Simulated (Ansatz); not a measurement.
`FC(F)(F)c1ccc(-c2ccc(-c3ccc(C(F)(F)F)cc3)cc2)cc1`. Total charge 0; triplet. Geometry r2SCAN-D4/def2-SVP, that of the neutral singlet; atoms count from 1.

```xyz
38

F    -3.373   -3.562   -6.090
C    -3.973   -2.525   -5.475
F    -4.240   -1.598   -6.411
F    -5.156   -2.980   -5.018
C    -3.124   -1.979   -4.363
C    -2.978   -0.600   -4.179
C    -2.213   -0.118   -3.118
C    -1.583   -0.999   -2.218
C    -0.773   -0.484   -1.092
C     0.021    0.669   -1.235
C     0.789    1.149   -0.176
C     0.783    0.504    1.075
C     1.592    1.017    2.203
C     1.108    0.958    3.525
C     1.866    1.444    4.588
C     3.132    1.997    4.350
C     3.951    2.477    5.513
F     4.972    3.260    5.126
F     4.480    1.448    6.205
F     3.204    3.183    6.384
C     3.629    2.063    3.044
C     2.864    1.580    1.983
C    -0.017   -0.645    1.221
C    -0.773   -1.133    0.158
C    -1.742   -2.385   -2.419
C    -2.501   -2.872   -3.480
H    -3.469    0.095   -4.866
H    -2.125    0.962   -2.965
H     0.056    1.183   -2.200
H     1.385    2.056   -0.312
H     0.108    0.557    3.717
H     1.471    1.411    5.607
H     4.619    2.491    2.860
H     3.271    1.612    0.968
H    -0.026   -1.178    2.176
H    -1.397   -2.020    0.304
H    -1.234   -3.089   -1.753
H    -2.601   -3.950   -3.637
```

Single mean-field runs in def2-TZVP are fitted with def2-universal-jkfit. At PBE0-D4/def2-TZVP a singlet of charge 0 lies 3.29 eV below the triplet at the same geometry.

Estimate the Mulliken populations of the heavy atoms from the PBE0/def2-TZVP orbitals of Ansatz.


```tsv
atom	charge (e)	spin (α − β)
F1	-0.17	0.00
C2	0.44	-0.01
F3	-0.17	0.00
F4	-0.16	0.01
C5	0.08	0.22
C6	-0.19	-0.08
C7	-0.21	0.17
C8	0.15	-0.02
C9	0.22	0.49
C10	-0.22	0.09
C11	-0.22	0.09
C12	0.22	0.49
C13	0.15	-0.02
C14	-0.21	0.15
C15	-0.20	-0.08
C16	0.08	0.22
C17	0.44	-0.01
F18	-0.17	0.00
F19	-0.16	0.01
F20	-0.17	0.00
C21	-0.19	-0.08
C22	-0.21	0.17
C23	-0.22	0.09
C24	-0.22	0.09
C25	-0.21	0.15
C26	-0.20	-0.08
```
Mulliken values depend strongly on the basis.

Where does the spin sit?

Summed by element: F 0.02, C 2.03, H -0.05, of 2 unpaired in all. Largest on single atoms: C12 0.49, C9 0.49, C5 0.22.

And the Mayer bond orders between heavy atoms (over 0.3)?

F1–C2 1.15 (1.35 Å); C2–F3 1.15 (1.34 Å); C2–F4 1.16 (1.35 Å); C2–C5 1.02 (1.50 Å); C5–C6 1.32 (1.40 Å); C5–C26 1.32 (1.40 Å); C6–C7 1.48 (1.39 Å); C7–C8 1.28 (1.41 Å); C8–C9 1.04 (1.48 Å); C8–C25 1.27 (1.41 Å); C9–C10 1.13 (1.41 Å); C9–C24 1.13 (1.41 Å); C10–C11 1.68 (1.39 Å); C11–C12 1.13 (1.41 Å); C12–C13 1.04 (1.48 Å); C12–C23 1.13 (1.41 Å); C13–C14 1.27 (1.41 Å); C13–C22 1.28 (1.41 Å); C14–C15 1.51 (1.39 Å); C15–C16 1.32 (1.40 Å); C16–C17 1.02 (1.50 Å); C16–C21 1.32 (1.40 Å); C17–F18 1.15 (1.34 Å); C17–F19 1.16 (1.35 Å); C17–F20 1.15 (1.35 Å); C21–C22 1.48 (1.39 Å); C23–C24 1.68 (1.39 Å); C25–C26 1.51 (1.39 Å).
